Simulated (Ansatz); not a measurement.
`[CH2]1[SiH2][SiH2][NH][InH]1` → C• + 8 H• + In• + N• + 2 Si•  (atomization)

Program: Ansatz. Geometries: PBE0-D4/def2-TZVP. ΔE: electronic, gas phase. CCSD(T)/CBS adds triple-zeta CCSD(T) − MP2 to the extrapolated MP2 energy (def2 sets, frozen cores). This one scheme is used for every species, atoms too. DFT in def2-TZVPP. Open shells (•) are unrestricted, without spin–orbit coupling. Spin–orbit coupling would lower the free atoms: a little for C, Si; strongly for In. Elements past krypton have def2 core potentials. Bonds to In are less sure, by a few kJ/mol each and by 10 to 20 or more in all where they break to atoms, as the def2 sets lack core-valence functions.

`[CH2]1[SiH2][SiH2][NH][InH]1`:

```xyz
13

C     1.687    0.210    0.221
Si    0.615   -1.322    0.411
Si   -1.602   -0.530    0.322
N    -1.382    0.943   -0.546
In    0.512    1.652   -0.867
H     2.648    0.011   -0.255
H     1.886    0.662    1.198
H     0.941   -2.108    1.637
H     0.852   -2.212   -0.764
H    -2.507   -1.489   -0.380
H    -2.195   -0.342    1.684
H    -2.189    1.450   -0.877
H     0.732    3.074   -1.782
```

Task: What is ΔE at CCSD(T)/CBS? (Estimate.)

Result: Ansatz gave: +986.1 kcal/mol.

Task: What do these levels give: PBE-D4, PBE0-D4, ωB97X-V, PBE0, CCSD(T)/def2-TZVPP, CCSD/CBS(def2)? (Estimate.)

Result: Ansatz gave: PBE-D4 984.0, PBE0-D4 975.7, ωB97X-V 991.4, PBE0 968.1, CCSD(T)/def2-TZVPP 957.2, CCSD/CBS(def2) 971.7 kcal/mol.

Largest T1 diagnostic among the species: 0.015.

From PBE to PBE0 (25 % exact exchange), in def2-TZVPP and without D4, ΔE moves by −6.9 kcal/mol: exact exchange takes away binding that semilocal exchange gives to molecules. The D4 term adds +14.6 kcal/mol with B3LYP and +7.7 kcal/mol with PBE0; it sums over pairs of atoms, weighted by their polarisabilities, and B3LYP, whose exchange is more repulsive, gets the larger term.

B3LYP here is the variant with VWN-RPA as its local correlation; programs differ in this.

For atomizations the MP2-based limit and the directly extrapolated one differ by several kJ/mol either way, and by 10 to 25 for some Ge, Se and Sn compounds, so smaller differences from it don't rank the levels.
